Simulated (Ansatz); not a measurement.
Basis-set series for C2H7FInN, SMILES `C[NH][In]([CH3])[F]`. Total charge 0; spin multiplicity 1. In: def2 effective core potential. Geometry: relaxed with PBE0-D4/def2-TZVP. It is one conformer, not always the lowest.

```csv
functional,basis,functions,energy (Eh),HOMO (eV),LUMO (eV)
PBE0-D4,def2-TZVPP,272,-425.03097,-6.52,-0.73
PBE0-D4,def2-QZVPP,520,-425.04716,-6.56,-0.89
ωB97M-V,def2-TZVPP,272,-425.13612,-8.86,0.75
ωB97M-V,def2-QZVPP,520,-425.15182,-8.90,0.51
```

Give the rows for def2-SVP. (Best estimate.)

The calculation gave: 
```
functional     basis  functions  energy (Eh)  HOMO (eV)  LUMO (eV)
   PBE0-D4  def2-SVP        117   -424.73663      -6.38      -0.43
   ωB97M-V  def2-SVP        117   -424.83060      -8.70       1.19
```

Positive LUMOs are unbound and depend on the basis.

Computed with Ansatz.
